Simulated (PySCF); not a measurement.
Geometry:
```tsv
atom	x (Å)	y (Å)	z (Å)
C1	1.395	1.490	0.382
C2	0.462	0.569	0.127
O3	-0.827	0.749	0.402
Si4	-2.118	-0.249	0.172
C5	0.795	-0.739	-0.486
O6	-0.048	-1.577	-0.710
O7	2.082	-0.919	-0.769
H8	1.130	2.432	0.828
H9	2.425	1.305	0.148
H10	-2.043	-1.453	0.989
H11	-2.380	-0.504	-1.239
H12	-3.095	0.691	0.720
H13	2.216	-1.796	-1.165
```

PySCF 2.14.0 with density-fitted response routines calculation with PBE0/pcSseg-1 with gauge-including orbitals and structure optimised with GFN2-xTB; non-relativistic, no solvent model, one computed conformer, equivalent nuclei averaged.

Shifts are taken against calculated references (same method and geometry level): TMS for ¹³C (σ = 186.93 ppm), ¹H (σ = 31.72 ppm), ²⁹Si (σ = 349.16 ppm); H2O for ¹⁷O (σ = 336.08 ppm).

```
      atoms  nucleus  count  Hirshfeld charge  δ (ppm)
        Si4     ²⁹Si      1              0.35    -40.2
         H8       ¹H      1              0.06     5.59
         O7      ¹⁷O      1             -0.15    191.7
        H13       ¹H      1              0.20        ?
         C5      ¹³C      1              0.21    172.2
         C1      ¹³C      1             -0.11    111.8
         O6      ¹⁷O      1             -0.22        ?
         H9       ¹H      1              0.05     5.96
         C2      ¹³C      1              0.06        ?
H10/H11/H12       ¹H      3             -0.09     5.07
         O3      ¹⁷O      1             -0.19     96.4
```

Fill in the missing shifts.

## Answers


- C2: 151.0 ppm, alkene carbon bearing oxygen; an sp2 carbon further deshielded by the attached heteroatom
- H13: 6.26 ppm, hydrogen on an acid hydroxyl oxygen; labile proton, position sensitive to the medium
- O6: 406.0 ppm, carbonyl oxygen

Exchangeable OH/NH protons stand at their gas-phase positions; hydrogen bonding in a real sample shifts them, mostly to higher δ. Shifts are as computed. Against solution values, carbons near 30 ppm lie about +3 ppm off and those near 130 ppm about +5 ppm. Of 1309 compounds with measured shifts, 239 miss one by over three times the rms of a fit or turn the order of signals round; such compounds aren't used in these exercises. In solution the two oxygens of a carboxylic acid exchange roles by proton transfer and give one 17O line. Hydrogen bonding in solution shields acid and N–H amide carbonyl oxygens by tens of ppm. The C=O carbon of an acid or of an amide with N–H lies up to 10 ppm further downfield in solution, through hydrogen bonding that the calculation lacks. Unscaled 17O shifts of doubly bonded oxygen tend to come out too high, by tens of ppm or more. Experimental scales use liquid or dissolved standards, which lie at an offset from isolated H2O (liquid H2O: subtract about 36 ppm).
